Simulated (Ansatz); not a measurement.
MgC+, multiplicity 4 (lowest of 2S+1 = 2, 4 at CCSD(T)/def2-TZVPP on PBE0 minima; our sources give no spin for the ground state, which may be another), most abundant isotopes (12.0000 and 23.9850 u). Constants from fifth-degree fits in 1/R to seven points on the lowest solution found; no spin–orbit coupling, no relativity up to Kr; ω_e x_e and α_e move by some per cent with the fit.

Correlated levels freeze the inner cores; with def2 sets outer-core shells near the valence are correlated too.

Run with Ansatz (Gaussian basis) for Hartree–Fock, density functionals and correlated methods. 

| level | r_e (Å) | ω_e (cm⁻¹) | ω_e x_e (cm⁻¹) | α_e (cm⁻¹) |
|---|---|---|---|---|
| PBE/def2-TZVPP | 2.0036 | 614.1 | 5.34 | 0.00565 |
| CCSD(T)/def2-QZVPP | 1.9686 | 670.8 | 6.27 | 0.00576 |

Question: Derive the rotational constants, the centrifugal constant, the fundamental, the zero-point energy and the force constant.

Answer: 
μ = 7.99834 u.
- PBE/def2-TZVPP: B_e = 16.8576/(μ r_e²) = 0.52502 cm⁻¹; B₀ = B_e − α_e/2 = 0.52220 cm⁻¹; D = 4B_e³/ω_e² = 1.53e-06 cm⁻¹; fundamental ω_e − 2ω_e x_e = 603 cm⁻¹; zero-point energy ω_e/2 − ω_e x_e/4 = 306 cm⁻¹; k = μ(2πcω_e)² = 178 N/m
- CCSD(T)/def2-QZVPP: B_e = 16.8576/(μ r_e²) = 0.54387 cm⁻¹; B₀ = B_e − α_e/2 = 0.54099 cm⁻¹; D = 4B_e³/ω_e² = 1.43e-06 cm⁻¹; fundamental ω_e − 2ω_e x_e = 658 cm⁻¹; zero-point energy ω_e/2 − ω_e x_e/4 = 334 cm⁻¹; k = μ(2πcω_e)² = 212 N/m

Ansatz is a first-principles code.
